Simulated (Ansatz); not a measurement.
Computed with Ansatz on PBE0-D4/def2-TZVP structures; ΔE is electronic, products minus reactants. CBS: MP2 limit from def2 TZ/QZ plus the TZ coupled-cluster correction, frozen cores. This one scheme is used for every species. Triplets are unrestricted, without spin–orbit coupling. One conformer a species, not always the lowest.

Reaction (formal loss of a carbene): `CB(F)[CH2][AlH2]` → `C[B](F)[AlH2]` + `[CH2]` (triplet)

`CB(F)[CH2][AlH2]`:

```xyz
12

C     1.287   -0.391    1.246
B    -0.193   -0.014    0.901
F    -1.149   -0.550    1.682
C    -0.646    0.873   -0.272
Al   -0.880   -0.205   -1.896
H     2.000   -0.137    0.461
H     1.585    0.154    2.151
H     1.385   -1.453    1.488
H     0.135    1.589   -0.555
H    -1.597    1.380   -0.090
H    -2.322   -0.402   -2.525
H     0.395   -0.845   -2.591
```

`C[B](F)[AlH2]`:

Cartesian coordinates in Å:
```
C 0.281 1.417 0.266
B 0.479 -0.126 0.426
F 1.464 -0.530 1.238
Al -0.670 -1.670 -0.573
H 0.595 1.702 -0.747
H -0.774 1.702 0.334
H 0.862 2.006 0.980
H -1.980 -2.288 0.090
H -0.257 -2.214 -2.014
```

`[CH2]` (triplet):

```xyz
3

C    -0.149    0.214    0.089
H    -0.337   -0.686    0.654
H     0.487    0.471   -0.744
```

| species | CCSD(T)/CBS(def2) energy (Eh) |
| --- | --- |
| `CB(F)[CH2][AlH2]` | -446.99161 |
| `C[B](F)[AlH2]` | -407.68475 |
| `[CH2]` (triplet) | -39.09499 |

**Question.** Work out ΔE.

**Answer.** ΔE = (-407.68475) + (-39.09499) − (-446.99161) = 0.21187 Eh = +5.77 eV.

Largest T1 diagnostic among the species: 0.013.

From r2SCAN to r2SCAN0 (25 % exact exchange), in def2-TZVPP and without D4, ΔE moves by −0.04 eV. The D4 term adds +0.12 eV with B3LYP and +0.06 eV with PBE0; it sums over pairs of atoms, weighted by their polarisabilities, and B3LYP, whose exchange is more repulsive, gets the larger term.

B3LYP here is the variant with VWN-RPA as its local correlation; programs differ in this.
